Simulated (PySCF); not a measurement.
**Working out the ionisation energy of N+**

N+ [He] 2s2 2p2 (3P) → N(2+) [He] 2s2 2p1 (2P). All numbers are calculated (PySCF 2.14, the non-relativistic Hamiltonian (point nucleus), in aug-cc-pVTZ with one added diffuse shell each of s, p, d, f type (6s5p4d3f, 62 functions)). Frozen: 1s2. Energies in hartree (1 hartree = 27.21139 eV):

| part | N+ (lower) | N(2+) (upper) |
| --- | --- | --- |
| UHF | -53.890509 | -52.817673 |
| CCSD correlation | -0.092979 | -0.083285 |
| (T) | -0.001634 | -0.001042 |

What does Hartree-Fock give?

(-52.817673) − (-53.890509) = 1.072836 hartree = 29.193 eV.

What do CCSD and CCSD(T) give?

The CCSD correlation energies differ by 0.009694 hartree = 0.264 eV and the triples by 0.000592 hartree = 0.016 eV, so CCSD gives 29.457 eV and CCSD(T) 29.473 eV.

A first-order spin-orbit estimate adds -0.003 eV to CCSD(T) (valence), giving 29.470 eV against 29.601 eV (semi-empirical (NIST evaluation); NIST Atomic Spectra Database, ionization energies).

What remains against the reference includes basis incompleteness, the frozen core and higher excitations.
